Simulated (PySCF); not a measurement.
**Bi(III) with more and more F**

Computed with PySCF 2.14.0, PBE0, def2-SVP on the ligands, density fitting, scalar-relativistic core potentials, no spin-orbit coupling, vacuum. The metal has def2-SVP with ECP60. Each complex is relaxed within the symmetry of its template. Distances are means of the shortest metal–ligand contacts, charges and spins Mulliken's; removal energies are rigid, with the ligand's formal charge and no counterpoise, so too large; for an anion taken off a cation in vacuum most of it is the attraction of opposite charges, and multiply charged cations can part far more cheaply with an electron moved from ligand to metal.

```json
{"complex": "[BiF]2+", "point group": "C∞v", "M–F (Å)": "1.938", "charge on M (e)": "2.21", "HOMO–LUMO gap (eV)": "6.85", "removal of one F (eV)": "26.35", "strongest infrared band, degenerate modes summed (cm⁻¹)": "722", "unstable modes (below −25 cm⁻¹)": "0"}
{"complex": "[BiF4]−", "point group": "Td", "M–F (Å)": "2.142", "charge on M (e)": "1.29", "HOMO–LUMO gap (eV)": "6.73", "removal of one F (eV)": "4.88", "strongest infrared band, degenerate modes summed (cm⁻¹)": "464", "unstable modes (below −25 cm⁻¹)": "0"}
```

Q: What does the calculation give for [BiF2]+?

A: point group: C2v, M–F (Å): 1.975, charge on M (e): 1.69, HOMO–LUMO gap (eV): 6.11, removal of one F (eV): 18.36, strongest infrared band, degenerate modes summed (cm⁻¹): 670, unstable modes (below −25 cm⁻¹): 0.
```xyz
3

Bi    0.0000    0.0000   -0.4756
F     1.4602    0.0000    0.8539
F    -1.4602    0.0000    0.8539
```

The more ligands, the longer each bond and the weaker the last ligand is held.

One start shape was tried for each, so a minimum needn't be the lowest isomer.
